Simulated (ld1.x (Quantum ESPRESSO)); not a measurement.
# Lu, ultrasoft: configuration errors across variants

lutetium (Lu), ultrasoft, made with ld1.x (Quantum ESPRESSO) 7.5 (PBE, scalar-relativistic). Core [Kr] 4d10 4f14, reference 5s2 5p6 5d1 6s1.5 6p0.5. Waves: 5s (bound): rcut 1.85, rcutus 2.45 bohr; 6s (bound): rcut 1.85, rcutus 2.45 bohr; 5p (bound): rcut 1.85, rcutus 2.15 bohr; 6p (bound): rcut 1.85, rcutus 2.15 bohr; 5d (bound): rcut 2.10, rcutus 2.80 bohr; 5d channel at 0.95 Ry: rcut 2.10, rcutus 2.80 bohr. Local part: all-electron potential smoothed inside 1.70 bohr (lloc = -1). Core correction: Bessel-smoothed model core inside 1.35 bohr. Augmentation charge: built from norm-conserving waves at rcut, not smoothed further.

All-electron excitation energies from the reference (eV): (1) 5s2 5p6 5d1 6s2 6p0 -1.683; (2) 5s2 5p6 5d1 6s1 6p0 5.682; (3) 5s2 5p6 5d1 6s0 6p0 18.961; (4) 5s2 5p6 5d0 6s2 6p0 3.572; (5) 5s2 5p6 5d1.5 6s1.5 6p0 -0.203; (6) 5s2 5p6 5d0 6s2 6p1 -0.736; (7) 5s2 5p6 5d2 6s1 6p0 1.323.

The overlap operator is not positive definite (basis up to 400 Ry) in “base”, “waves 5p (bound): rcut 1.36, rcutus 1.44 bohr; 6p (bound): rcut 1.36, rcutus 1.44 bohr”, “waves 5p (bound): rcut 1.56, rcutus 1.66 bohr; 6p (bound): rcut 1.56, rcutus 1.66 bohr”, “waves 5p (bound): rcut 1.68, rcutus 1.78 bohr; 6p (bound): rcut 1.68, rcutus 1.78 bohr”, “waves 5p (bound): rcut 1.85, rcutus 2.04 bohr; 6p (bound): rcut 1.85, rcutus 2.04 bohr”, “waves 5p (bound): rcut 1.85, rcutus 2.22 bohr; 6p (bound): rcut 1.85, rcutus 2.22 bohr”, “waves 5p (bound): rcut 1.85, rcutus 2.64 bohr; 6p (bound): rcut 1.85, rcutus 2.64 bohr”, “waves 5p (bound): rcut 1.85, rcutus 2.82 bohr; 6p (bound): rcut 1.85, rcutus 2.82 bohr”, “waves 5p (bound): rcut 1.85, rcutus 3.08 bohr; 6p (bound): rcut 1.85, rcutus 3.08 bohr”. Such files are unfit for use, however small their errors in these radial tests.

Tests that are not counted but printed errors over 1 eV. “waves 5p (bound): rcut 1.85, rcutus 3.08 bohr; 6p (bound): rcut 1.85, rcutus 3.08 bohr”: 5s2 5p6 5d2 6s1 6p0 (solver errors, printed error +1.1 eV).

1 further variants failed, have other tests or too few solved ones, and are left out.

The file “base” misses its own reference levels by 1.8 eV. The file “waves 5p (bound): rcut 1.36, rcutus 1.44 bohr; 6p (bound): rcut 1.36, rcutus 1.44 bohr” misses its own reference levels by 1.5 eV. The file “waves 5p (bound): rcut 1.56, rcutus 1.66 bohr; 6p (bound): rcut 1.56, rcutus 1.66 bohr” misses its own reference levels by 1.4 eV. The file “waves 5p (bound): rcut 1.68, rcutus 1.78 bohr; 6p (bound): rcut 1.68, rcutus 1.78 bohr” misses its own reference levels by 1.6 eV. The file “waves 5p (bound): rcut 1.85, rcutus 2.04 bohr; 6p (bound): rcut 1.85, rcutus 2.04 bohr” misses its own reference levels by 1.8 eV. The file “waves 5p (bound): rcut 1.85, rcutus 2.22 bohr; 6p (bound): rcut 1.85, rcutus 2.22 bohr” misses its own reference levels by 1.8 eV. The file “waves 5p (bound): rcut 1.85, rcutus 2.64 bohr; 6p (bound): rcut 1.85, rcutus 2.64 bohr” misses its own reference levels by 1.9 eV. The file “waves 5p (bound): rcut 1.85, rcutus 2.82 bohr; 6p (bound): rcut 1.85, rcutus 2.82 bohr” misses its own reference levels by 1.9 eV. The file “waves 5p (bound): rcut 1.85, rcutus 3.08 bohr; 6p (bound): rcut 1.85, rcutus 3.08 bohr” misses its own reference levels by 2.8 eV.

Errors AE − PS in meV (a dash: test not solved or not reliable):

| change | (1) | (2) | (3) | (4) | (5) | (6) | (7) | bound ghosts |
| --- | --- | --- | --- | --- | --- | --- | --- | --- |
| base | -510 | +632 | +2667 | -1948 | +418 | -1796 | +1237 | not determined (overlap not positive) |
| waves 5p (bound): rcut 1.36, rcutus 1.44 bohr; 6p (bound): rcut 1.36, rcutus 1.44 bohr | -732 | +408 | +2438 | -2159 | +193 | -1405 | +1011 | not determined (overlap not positive) |
| waves 5p (bound): rcut 1.56, rcutus 1.66 bohr; 6p (bound): rcut 1.56, rcutus 1.66 bohr | -769 | +371 | +2401 | -2194 | +154 | -1266 | +970 | not determined (overlap not positive) |
| waves 5p (bound): rcut 1.68, rcutus 1.78 bohr; 6p (bound): rcut 1.68, rcutus 1.78 bohr | -495 | +643 | +2678 | -2269 | +423 | -2051 | +1247 | not determined (overlap not positive) |
| waves 5p (bound): rcut 1.85, rcutus 2.04 bohr; 6p (bound): rcut 1.85, rcutus 2.04 bohr | -505 | +636 | +2670 | -1901 | +418 | -1770 | +1238 | not determined (overlap not positive) |
| waves 5p (bound): rcut 1.85, rcutus 2.22 bohr; 6p (bound): rcut 1.85, rcutus 2.22 bohr | -513 | +630 | +2665 | -1966 | +417 | -1808 | +1236 | not determined (overlap not positive) |
| waves 5p (bound): rcut 1.85, rcutus 2.64 bohr; 6p (bound): rcut 1.85, rcutus 2.64 bohr | -532 | +613 | +2647 | – | – | – | – | not determined (overlap not positive) |
| waves 5p (bound): rcut 1.85, rcutus 2.82 bohr; 6p (bound): rcut 1.85, rcutus 2.82 bohr | -539 | +606 | +2639 | -2085 | +397 | -1722 | +1214 | not determined (overlap not positive) |
| waves 5p (bound): rcut 1.85, rcutus 3.08 bohr; 6p (bound): rcut 1.85, rcutus 3.08 bohr | -658 | +2565 | +6908 | +256 | +171 | -15258 | – | not determined (overlap not positive) |

Task: Give the same row for: waves 5p (bound): rcut 1.85, rcutus 2.44 bohr; 6p (bound): rcut 1.85, rcutus 2.44 bohr.

Result: -523, +620, +2655, -2019, +409, -1760, +1228; bound ghosts: not determined (overlap not positive). Its overlap operator is not positive definite in a basis up to 400 Ry (lowest eigenvalue s -0.10, p -0.31, d -0.71), so the file is unfit for use: the generalised eigenproblem breaks down once the basis is large enough, and its test numbers describe a broken file.
